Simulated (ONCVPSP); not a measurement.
# Before and after: ONCV potential for Re (Z = 75)

| Item | Value |
| --- | --- |
| Element | Re (Z = 75) |
| Generator | ONCVPSP 4.0.1 |
| Type | optimised norm-conserving Vanderbilt (ONCV) |
| Functional | PBE |
| Relativity | scalar-relativistic |
| Frozen core | [Kr] 4d10 |
| Valence charge | 29 |
| Reference configuration | 4f14 5s2 5p6 5d5 6s2 |
| Partial waves | 5s+6s: rc 1.50 bohr, ncon 4, nbas 7, qcut 6.7 1/bohr, 2 projectors; 5p: rc 1.10 bohr, ncon 3, nbas 7, qcut 7.6 1/bohr, 2 projectors, debl 2.5 Ha; 5d: rc 1.85 bohr, ncon 4, nbas 9, qcut 4.9 1/bohr, 2 projectors, debl 1.4 Ha; 4f: rc 0.90 bohr, ncon 4, nbas 9, qcut 20.5 1/bohr, 1 projector |
| Local potential | polynomial inside 0.70 bohr (lpopt 5, dvloc0 0 Ha) |
| Core correction | none |

All-electron outer shells of the reference configuration (PBE, scalar-relativistic, ld1.x):

```json
{"shell": "4d", "level (eV)": "-255.33", "outermost node (bohr)": "0.21", "outermost maximum (bohr)": "0.44"}
{"shell": "5s", "level (eV)": "-85.25", "outermost node (bohr)": "0.52", "outermost maximum (bohr)": "0.93"}
{"shell": "5p", "level (eV)": "-47.01", "outermost node (bohr)": "0.56", "outermost maximum (bohr)": "1.06"}
{"shell": "4f", "level (eV)": "-42.31", "outermost node (bohr)": "–", "outermost maximum (bohr)": "0.41"}
{"shell": "6s", "level (eV)": "-5.94", "outermost node (bohr)": "1.24", "outermost maximum (bohr)": "2.57"}
{"shell": "5d", "level (eV)": "-5.37", "outermost node (bohr)": "0.62", "outermost maximum (bohr)": "1.41"}
```

Change: p: qcut 4.8.

Cutoffs: the cutoffs (Ha) at which the residual kinetic energy of the hardest occupied pseudo-wave falls to 1 and 0.1 mHa per electron; they do not see the model core or the augmentation charge, which bear on the density cutoff. Errors are all-electron minus pseudo energies relative to the spin-unpolarised reference configuration.

What does the change do?

The bound ghosts move from d, p, s to d, s; the lowest positive-energy flag moves from none to p at 13.0 eV; the errors of the 4 common tests hardly move.

| quantity | base | changed |
| --- | --- | --- |
| cutoffs, loose and tight | 175 Ha, 190 Ha | not determined |
| bound ghosts | s, d, p | s, d |
| GHOST(+) flags under 300 eV | none | p at 13.0 eV |
| error for 4f14 5s2 5p6 5d5 6s1, meV [ΔE 9.25 eV] | -3.7 | -3.7 |
| error for 4f14 5s2 5p6 5d5 6s0, meV [ΔE 25.57 eV] | -12 | -12 |
| error for 4f14 5s2 5p6 5d4 6s0, meV [ΔE 52.70 eV] | -15 | -14 |
| error for 4f14 5s2 5p6 5d3 6s0, meV [ΔE 92.06 eV] | -12 | -12 |
| s: phases at 1.53 bohr within 0.05 rad from the reference energy up to (Ha; the scan ends near 5) | to the end of the scan | to the end of the scan |
| p: phases at 1.12 bohr within 0.05 rad from the reference energy up to (Ha; the scan ends near 5) | to the end of the scan | to the end of the scan |
| d: phases at 1.88 bohr within 0.05 rad from the reference energy up to (Ha; the scan ends near 5) | to the end of the scan | to the end of the scan |
| f: phases at 0.91 bohr within 0.05 rad from the reference energy up to (Ha; the scan ends near 5) | 3.1 | 3.1 |

 A true bound ghost makes a file unfit for plane-wave use even where its test errors are small: the radial tests pick states by their node count and pass the ghost by.
